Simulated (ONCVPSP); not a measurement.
O (Z = 8): one change to an ONCV potential, before and after

* Element: oxygen
* Generator: ONCVPSP 4.0.1
* Type: optimised norm-conserving Vanderbilt (ONCV)
* Functional: LDA (Perdew-Wang 92)
* Relativity: scalar-relativistic
* Frozen core: [He]
* Valence charge: 6
* Reference configuration: 2s2 2p3 (charge +1)
* Partial waves: 2s: rc 0.60 bohr, ncon 4, nbas 7, qcut 10.1 1/bohr, 3 projectors, debl 3.2 Ha; 2p: rc 0.95 bohr, ncon 4, nbas 8, qcut 6.9 1/bohr, 1 projector; d scattering state at 0.03 Ha: rc 1.00 bohr, ncon 4, nbas 8, qcut 9.9 1/bohr, 3 projectors, debl 1.7 Ha
* Local potential: polynomial inside 0.45 bohr (lpopt 1, dvloc0 2 Ha)
* Core correction: polynomial model core, fcfact 0.55

Change: s: nproj 1.

Cutoffs: the cutoffs (Ha) at which the residual kinetic energy of the hardest occupied pseudo-wave falls to 1 and 0.1 mHa per electron; they do not see the model core or the augmentation charge, which bear on the density cutoff. Errors are all-electron minus pseudo energies relative to the spin-unpolarised reference configuration.

Predict the effect on cutoff, ghosts and configuration errors.

The potential gets neither clearly harder nor softer (272 Ha and 347 Ha → 272 Ha and 347 Ha); the bound ghost in s disappears; of the 4 tests that both files solve, the error grows in 3 and shrinks in 0 by more than 15 % and 0.3 meV (median size 23.4 → 26.2 meV); the range in which the s phases agree narrows (upper end at the end of the scan → 2.7).

```csv
quantity,base,changed
"cutoff, loose",272 Ha,272 Ha
"cutoff, tight",347 Ha,347 Ha
bound ghosts,s,none
GHOST(+) flags under 300 eV,none,none
"error for 2s2 2p4, meV [ΔE -16.58 eV]",+5.3,+6.8
"error for 2s2 2p2, meV [ΔE 33.71 eV]",+24,+29
"error for 2s2 2p1, meV [ΔE 87.68 eV]",+189,+223
"error for 2s1 2p4, meV [ΔE 14.84 eV]",+23,+23
s: phases at 0.61 bohr within 0.05 rad from the reference energy up to (Ha; the scan ends near 5),to the end of the scan,2.7
p: phases at 0.96 bohr within 0.05 rad from the reference energy up to (Ha; the scan ends near 5),4.7,4.7
d: phases at 1.01 bohr within 0.05 rad from the reference energy up to (Ha; the scan ends near 5),to the end of the scan,to the end of the scan
"rms error of d²Exc/dni dnj with the model core, mHa",1.59,1.59
```

 A true bound ghost makes a file unfit for plane-wave use even where its test errors are small: the radial tests pick states by their node count and pass the ghost by.
